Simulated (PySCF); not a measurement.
Radial density of Rb²⁺ (rubidium, charge +2)

UHF, [Ar] 3d10 4s2 4p5, 2P determinant. All numbers are calculated (PySCF 2.14, the spin-free X2C one-electron Hamiltonian (Gaussian nucleus), in jorge-DZP-DKH).

```json
{"r (bohr)": "0.0358", "4πr²ρ (e/bohr)": "44.28", "4πr²(ρα − ρβ)": "0.0164"}
{"r (bohr)": "0.0602", "4πr²ρ (e/bohr)": "38.10", "4πr²(ρα − ρβ)": "0.0474"}
{"r (bohr)": "0.101", "4πr²ρ (e/bohr)": "51.82", "4πr²(ρα − ρβ)": "0.0619"}
{"r (bohr)": "0.170", "4πr²ρ (e/bohr)": "47.06", "4πr²(ρα − ρβ)": "0.0016"}
{"r (bohr)": "0.286", "4πr²ρ (e/bohr)": "31.94", "4πr²(ρα − ρβ)": "0.0907"}
{"r (bohr)": "0.482", "4πr²ρ (e/bohr)": "37.12", "4πr²(ρα − ρβ)": "0.0884"}
{"r (bohr)": "0.811", "4πr²ρ (e/bohr)": "11.28", "4πr²(ρα − ρβ)": "0.1204"}
{"r (bohr)": "1.36", "4πr²ρ (e/bohr)": "5.764", "4πr²(ρα − ρβ)": "0.7318"}
{"r (bohr)": "2.29", "4πr²ρ (e/bohr)": "1.913", "4πr²(ρα − ρβ)": "0.3055"}
{"r (bohr)": "3.86", "4πr²ρ (e/bohr)": "0.07401", "4πr²(ρα − ρβ)": "0.0133"}
{"r (bohr)": "6.49", "4πr²ρ (e/bohr)": "0.0006955", "4πr²(ρα − ρβ)": "0.0002"}
{"r (bohr)": "10.9", "4πr²ρ (e/bohr)": "8.013e-05", "4πr²(ρα − ρβ)": "0.0000"}
{"r (bohr)": "18.4", "4πr²ρ (e/bohr)": "1.810e-05", "4πr²(ρα − ρβ)": "0.0000"}
```

Densities and radii are taken from the X2C orbitals without a picture-change correction, which distorts them close to the nucleus.
